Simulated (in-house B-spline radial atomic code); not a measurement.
Configurations of Ga VI (Ga5+), with energies counted from [Ar] 3d8. Level of theory: Dirac-Hartree-Fock, average of configuration, Fermi nucleus of rms radius 3.9973 fm; calculated with an all-electron radial atomic-structure program (B-spline basis). Energies include first-order Breit, QED and recoil terms.

Occupations are held fixed; configurations that lie above the ionisation limit could autoionise.

| configuration | E - E(ref) (eV) | highest orbital | its <r> (bohr) |
| --- | --- | --- | --- |
| [Ar] 3d7 5s1 | 74.821 | 5s1/2 | 3.248 |
| [Ar] 3d7 5p1 | 79.578 | 5p3/2 | 3.562 |
| [Ar] 3d7 4f1 | 81.865 | 4f5/2 | 2.894 |
| [Ar] 3d7 6p1 | 92.09 | 6p3/2 | 5.748 |
| [Ar] 3d7 7s1 | 97.347 | 7s1/2 | 7.858 |
| [Ne] 3s2 3p5 3d8 4s1 | 127.69 | 4s1/2 | 1.679 |
| [Ne] 3s2 3p5 3d8 4f1 | 171.73 | 4f5/2 | 2.888 |
| [Ne] 3s2 3p5 3d8 7s1 | 187.24 | 7s1/2 | 7.856 |
| [Ne] 3s2 3p5 3d8 6g1 | 189.26 | 6g9/2 | 7.324 |
| [Ne] 3s2 3p5 3d8 7f1 | 192.7 | 7f5/2 | 11 |

(1) Order these further configurations by energy, lowest first.
A. [Ar] 3d7 7g1
B. [Ar] 3d7 7f1
C. [Ar] 3d7 5g1
D. [Ne] 3s2 3p5 3d8 6f1
E. [Ne] 3s2 3p5 3d8 7g1

(2) How far above the reference does [Ne] 3s2 3p5 3d8 6s1 lie?

(3) How far above the reference does [Ne] 3s2 3p5 3d8 5s1 lie?

(4) How far above the reference does [Ar] 3d7 6g1 lie?

## Answers

(1) C (93.378 eV), B (102.81 eV), A (102.98 eV), D (189.01 eV), E (192.87 eV).

(2) 179.65 eV; its least bound orbital is 6s1/2 with <r> = 5.302 bohr.

(3) 164.7 eV; its least bound orbital is 5s1/2 with <r> = 3.247 bohr.

(4) 99.365 eV; its least bound orbital is 6g9/2 with <r> = 7.325 bohr.
